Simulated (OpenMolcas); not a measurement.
# Ti2+: ligand-field states by method

Ti2+ with 6 ligands (water) in trigonal antiprismatic coordination (D3d) at 2.22 Å, a polar angle of 54.0° against the regular 54.74°. Ligand basis ANO-RCC-VDZP.
```
Ti    0.0000    0.0000    0.0000
O     0.0000    1.7966    1.3041
H    -0.7797    2.2635    1.6431
H     0.7797    2.2635    1.6431
O    -1.5559   -0.8983    1.3041
H    -2.3501   -0.4565    1.6431
H    -1.5704   -1.8070    1.6431
O     1.5559   -0.8983    1.3041
H     2.3501   -0.4565    1.6431
H     1.5704   -1.8070    1.6431
O     0.0000   -1.7966   -1.3041
H    -0.7797   -2.2635   -1.6431
H     0.7797   -2.2635   -1.6431
O     1.5559    0.8983   -1.3041
H     1.5704    1.8070   -1.6431
H     2.3501    0.4565   -1.6431
O    -1.5559    0.8983   -1.3041
H    -1.5704    1.8070   -1.6431
H    -2.3501    0.4565   -1.6431
```

* Program: OpenMolcas 26.06
* Basis: ANO-RCC-VDZP [5s4p2d1f]
* Scalar Hamiltonian: DKH2, point nucleus
* Active space: 2 electrons in 5 orbitals (3d)
* State averaging: 2S+1 = 3 even, 10 roots; 2S+1 = 1 even, 15 roots
* Spin-orbit coupling: RASSI with atomic mean-field integrals over the reference wave functions

I. CASSCF
II. SS-CASPT2, IPEA 0.25 Eh, imaginary shift 0.1 Eh (closed shells correlated: 3s 3p and the ligand valence shells)
III. SS-CASPT2, IPEA 0 Eh, imaginary shift 0.1 Eh (closed shells correlated: 3s 3p and the ligand valence shells)

Spin-free states in cm-1, each column counted from its own energy of the first state listed:

| State | Degeneracy | I | II | III |
| --- | --- | --- | --- | --- |
| 2S+1 = 3 | 1 | 0 | 0 | 0 |
| 2S+1 = 3 | 2 | 2091 | 2470 | 2490 |
| 2S+1 = 3 | 1 | 10268 | 10300 | 9570 |
| 2S+1 = 3 | 2 | 11367 | 11500 | 11060 |
| 2S+1 = 1 | 2 | 11657 | 9040 | 9090 |
| 2S+1 = 1 | 1 | 13982 | 11210 | 10970 |
| 2S+1 = 1 | 2 | 14130 | 11990 | 12040 |
| 2S+1 = 3 | 1 | 21591 | 19820 | 19360 |
| 2S+1 = 3 | 1 | 22441 | 23370 | 23180 |
| 2S+1 = 3 | 2 | 23437 | 21270 | 20820 |
| 2S+1 = 1 | 1 | 24072 | 20790 | 20350 |
| 2S+1 = 1 | 2 | 24843 | 22010 | 21620 |
| 2S+1 = 1 | 1 | 25488 | 22210 | 21840 |
| 2S+1 = 1 | 1 | 26708 | 24000 | 23440 |
| 2S+1 = 1 | 2 | 28676 | 26950 | 26940 |
| 2S+1 = 1 | 2 | 36546 | 35170 | 35050 |
| 2S+1 = 1 | 1 | 55228 | 48280 | 47930 |

From I to II, I's first state of the same spin (2S+1 = 3) moves from 2091 to 2470 cm-1, by about +380 cm-1.

From I to II, I's first state of another spin (2S+1 = 1) moves from 11657 to 9040 cm-1, by about -2600 cm-1.

χT at 300 K: I 1.02, II 1.02, III 1.02 cm3 K/mol.

Roots that are degenerate in the reference are averaged as groups; the widest CASPT2 spread within a group is 110 cm-1 (the 2-fold group of multiplicity 3 near 2470 cm-1 above the lowest state of its run, II). Shifts and gaps below about the spread of the groups concerned are not significant. Over all roots computed the reference weight is 0.70 to 0.71 in II, 0.70 to 0.71 in III; a low but even weight reflects the number of correlated electrons. Ligand-to-metal charge-transfer states are missing. With no ligand orbital active B as a rule stays too high, so bands that hang on it stand too high and its fall with covalency is understated. Without dynamic correlation the repulsion within the d shell is too large (B by tens of per cent), so at a given field states of lower spin stand too high (holds for I). With metal d orbitals alone and no dynamic correlation the field as a rule comes out too small, by tens of per cent, by up to half for chloride and softer ligands (holds for I). With one d shell and no ligand orbital active, 10Dq can be off by tens of per cent for divalent 3d ions, low with halides held by bare charges and at times high in hosts (holds for II; III). Free-ion shares, where given, are those of the reference states; single-state CASPT2 does not remix them (holds for II; III). No measured value stands beside these numbers; the geometry was imposed, not optimised, and the real ion may take another.

A state without a sure symmetry label is named by its multiplicity alone.
